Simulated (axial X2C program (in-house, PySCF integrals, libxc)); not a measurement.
Values are calculated unless marked as measured or tabulated.
**AlSb: input and output**

Program: an axial X2C code built on PySCF integrals.

Input:
```json
{"zs": [51, 13], "q": 0, "bas": ["dyall-cv3z", "dyall-v3z"], "levels": ["PBE0", "HF", "BLYP"], "cc": true, "r0": 2.66, "thr": -1.0, "nmax": 90, "npts": 10, "nst": 2, "ntry": 6}
```
```bash
python so2c.py task.json out
```

Keys: zs atomic numbers; q charge; bas basis sets; levels methods; cc coupled cluster on or off; r0 starting distance in Å; thr threshold in hartree for freezing inner shells (an s shell follows its p shell); nmax most natural virtual spinors; npts points on the curve; nst determinants followed; ntry starts of the search. HF also brings MP2.

Output of the HF step, two-component, at R = 2.696 Å for the state Ω = 1. It starts from PBE0 orbitals of this distance.

```
two-component X2C + atomic mean field  HF
basis functions 173  fitting functions 958  grid points 5082
iter        total energy     max residual
   1      -6717.604938865     3.87e-01
   2      -6717.630205554     6.99e-03
   3      -6717.631872034     1.61e-02
   4      -6717.632378568     6.72e-03
   5      -6717.632685884     2.40e-03
   6      -6717.633075835     9.25e-03
   7      -6717.633467902     1.04e-02
   8      -6717.633680233     5.21e-03
   9      -6717.633785616     8.83e-04
  10      -6717.633802845     1.28e-03
  11      -6717.633813219     4.47e-04
  12      -6717.633817898     3.27e-04
  13      -6717.633821813     5.09e-04
  14      -6717.633823639     3.32e-04
  15      -6717.633824377     7.11e-05
  16      -6717.633824610     7.41e-05
  17      -6717.633824707     6.80e-05
  18      -6717.633824746     1.78e-05
  19      -6717.633824755     6.11e-06
  20      -6717.633824756     5.22e-06
  21      -6717.633824756     1.23e-06
converged
one-electron -9490.28557422  Coulomb 2833.81900637  exact exchange -187.49913656  xc functional 0.00000000  nuclear repulsion 130.13519690  atomic mean-field constant -3.80331724
correlated 8  virtual 230  natural virtual 90  E(MP2) -0.120641757  MP2 remainder -0.003148123
iter   CCSD correlation   residual
   1     -0.136557775   1.39e-01
   2     -0.145621731   6.84e-02
   3     -0.147404331   3.36e-02
   4     -0.148515240   2.08e-02
   5     -0.149049951   1.17e-02
   6     -0.149214963   5.01e-03
   7     -0.149286255   2.59e-03
   8     -0.149286954   1.59e-03
   9     -0.149285898   1.09e-03
  10     -0.149287577   7.74e-04
  11     -0.149292774   5.57e-04
  12     -0.149296088   3.53e-04
  13     -0.149297591   2.12e-04
  14     -0.149298697   1.29e-04
  15     -0.149300262   7.59e-05
  16     -0.149301503   4.46e-05
  17     -0.149302246   2.61e-05
  18     -0.149302664   1.60e-05
  19     -0.149302909   9.81e-06
  20     -0.149303044   6.40e-06
  21     -0.149303115   4.81e-06
  22     -0.149303150   3.81e-06
  23     -0.149303145   2.94e-06
(T) -0.006765223  T1 0.0754  D1 0.1522  max T2 0.063
```
Energies are in hartree; totals compare only within one Hamiltonian and basis. T1 is large, a sign of multireference character or of a spin-contaminated reference. T1 in the output is the amplitude norm over the root of the electron number; divide by √2 for the Lee–Taylor value.
